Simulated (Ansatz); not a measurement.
Species: sum formula AlO2BrH2, charge 0, multiplicity 1. SMILES: [Al]([OH])([Br])[OH]
Coordinates optimised at B3LYP-D3(BJ)/def2-TZVP (Ansatz, an electronic-structure program):
```xyz
6

O      1.8693    -1.3114     0.0140
Al     0.2288    -0.9184     0.0718
O     -1.0400    -2.0179     0.2464
Br    -0.3113     1.2496    -0.0977
H      2.2323    -2.1953     0.0749
H     -0.9464    -2.9672     0.3289
```
Charge 0, spin multiplicity 1.

Wanted: atomisation energy (electronic, to ground-state atoms), in kJ/mol. Cores are frozen in the correlated levels unless marked. Open shells are spin-unrestricted. Spin-orbit coupling is left out. The frozen core is the preceding noble-gas configuration, with the filled d and f shells of earlier blocks. No relativistic terms. The coupled-cluster limit lacks core correlation, which all-electron functionals hold. CBS(X,Y): correlation extrapolated as X^-3; Hartree-Fock from the larger set.

| level | program | atomisation energy (kJ/mol) |
|---|---|---|
| HF/def2-QZVPPD | Ansatz | 1578.4 |

Question: What does CCSD(T)/CBS(def2-TZVPPD,def2-QZVPPD) (Ansatz) give?

Answer: 2247.8 kJ/mol
